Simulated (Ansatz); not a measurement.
Breaking the Sb1–Br4 bond in BrH2Sb (SMILES [Br][SbH2]) (multiplicity 1 held, fragments rigid). Energies count from the point at 2.546 Å.
Geometry at that point (charge 0, multiplicity 1):
```xyz
4

Sb    -0.59846    -0.60746     0.54115
H     -0.27152    -1.97207    -0.44923
H     -1.98548    -0.24329    -0.40408
Br     0.93653     0.94846    -0.76415
```

R- and RO- levels are restricted; in cc, def2 and unpolarised 6-31G sets they are followed outwards from rest. U- levels take the lowest unrestricted solution at each point, which mixes spins at long bonds. Active spaces are followed from a long bond inwards. Levels need not reach the same state.

Cores are frozen in the correlated methods. Filled d and f shells under p-block atoms count as core.

Run with Ansatz (a program for electronic structure) with Gaussian orbitals. Values without a source in brackets are computed. In def2 rows elements past Kr take small-core potentials, without spin–orbit coupling.

```json
[
 {"level": "U-HF/def2-SVP", "energy at R = 8.146 Å (kcal/mol)": "38.75"},
 {"level": "R-MP2/def2-SVP", "energy at R = 8.146 Å (kcal/mol)": "61.74"},
 {"level": "U-MP2/def2-SVP", "energy at R = 8.146 Å (kcal/mol)": "[?]"},
 {"level": "R-SCS-MP2/def2-SVP", "energy at R = 8.146 Å (kcal/mol)": "[?]"},
 {"level": "U-CCSD/def2-SVP", "energy at R = 8.146 Å (kcal/mol)": "55.64"},
 {"level": "U-CCSD(T)/def2-SVP", "energy at R = 8.146 Å (kcal/mol)": "57.21"},
 {"level": "FIC-NEVPT4(SD) on CASSCF(6,4)/def2-SVP", "energy at R = 8.146 Å (kcal/mol)": "57.16"},
 {"level": "FIC-MRCISD on CASSCF(6,4)/def2-SVP", "energy at R = 8.146 Å (kcal/mol)": "56.47"},
 {"level": "FIC-MRCISD+Q on CASSCF(6,4)/def2-SVP", "energy at R = 8.146 Å (kcal/mol)": "56.90"}
]
```

Question: Some entries are withheld; supply them.

Answer: 
- U-MP2/def2-SVP, energy at R = 8.146 Å (kcal/mol): 59.78
- R-SCS-MP2/def2-SVP, energy at R = 8.146 Å (kcal/mol): 48.37

Doubts at one or more of the structures used: a spin-contaminated determinant (U-HF/def2-SVP, U-MP2/def2-SVP, U-CCSD/def2-SVP, U-CCSD(T)/def2-SVP); a restricted determinant that unrestricted orbitals would lower (R-MP2/def2-SVP, R-SCS-MP2/def2-SVP); active orbitals that take no part (FIC-NEVPT4(SD) on CASSCF(6,4)/def2-SVP, FIC-MRCISD on CASSCF(6,4)/def2-SVP, FIC-MRCISD+Q on CASSCF(6,4)/def2-SVP).
